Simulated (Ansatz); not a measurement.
Consider the formal hydrolysis of a Ta–F bond: `[NH]=[Ta]([NH2])([F])[Cl]` + H₂O → `[NH]=[Ta]([NH2])([OH])[Cl]` + H–F.

Isolated molecules relaxed with PBE0-D4/def2-TZVP in Ansatz; ΔE leaves out vibrations. CCSD(T)/CBS is the MP2 limit (def2-TZVPP, def2-QZVPP) plus CCSD(T) − MP2 in def2-TZVPP, frozen cores. This one scheme is used for every species. DFT in def2-TZVPP. B3LYP here is the variant with VWN-RPA as its local correlation; programs differ in this. HSE06 is defined as in plane-wave codes. Elements past krypton have def2 core potentials. For Ta outer-core shells are correlated without core-valence functions, which leaves a few kJ/mol of doubt a bond. Each species was taken in one conformer, which may not be the lowest.

```tsv
level	ΔE (kJ/mol)	difference from CCSD(T)/CBS
PBE-D4	36.5	6.6
BLYP-D4	37.7	7.8
HSE06-D4	33.8	3.9
ωB97M-V	35.8	5.9
PBE	38.7	8.8
B3LYP	39.1	9.2
r2SCAN0	35.7	5.8
CAM-B3LYP	38.5	8.6
LC-ωPBE	38.7	8.8
MP2/CBS(def2)	26.8	-3.1
CCSD(T)/CBS	29.9	0
```

Largest T1 diagnostic among the species: 0.018.

At CCSD(T), def2-SVP lies +3.8 kJ/mol from the extrapolated value and def2-TZVPP +0.1 kJ/mol. From r2SCAN to r2SCAN0 (25 % exact exchange), in def2-TZVPP and without D4, ΔE moves by −3.1 kJ/mol.

CCSD(T)/CBS has its own doubt, a few kJ/mol and more with outer-core shells, so smaller differences from it don't rank the levels.
